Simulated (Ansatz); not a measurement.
H3B2, SMILES `[BH-]B` (lower singlet) (charge -1, multiplicity 1). This singlet lies 0.82 eV below the relaxed triplet at the level composite: frozen-core CCSD(T) with HF/aug-cc-pVQZ and the correlation energy extrapolated as X^-3 from aug-cc-pVTZ and aug-cc-pVQZ, plus CCSDT(Q) minus CCSD(T) in aug-cc-pVDZ // PBE0-D3(BJ)/def2-TZVPD (Ansatz, an electronic-structure program).

Cartesian coordinates (Å):
```xyz
5

B      0.9275    -0.0929    -0.0246
B     -0.5895     0.0587     0.0160
H      2.1179    -0.2115    -0.0566
H     -1.1217     1.1430     0.1734
H     -1.3342    -0.8972    -0.1082
```
Charge -1, spin multiplicity 1.

Frozen-core energies in aug-cc-pVTZ from Ansatz at a geometry from PBE0-D3(BJ)/def2-TZVPD; the HF reference has <S^2> = 0.00 and the T1 diagnostic is 0.023.

```csv
level,energy (Ha)
HF,-51.02964
MP2,-51.25992
CCSD,-51.28840
```

**Question.** Estimate the energies of CCSD(T), CCSDT and CCSDT(Q), and give each level's difference from CCSDT(Q).

**Answer.** 
```csv
level,energy (Ha),difference from CCSDT(Q) (mHa)
MP2,-51.25992,42.34
CCSD,-51.28840,13.87
CCSD(T),-51.30050,1.77
CCSDT,-51.30156,0.70
CCSDT(Q),-51.30226,0.00
```
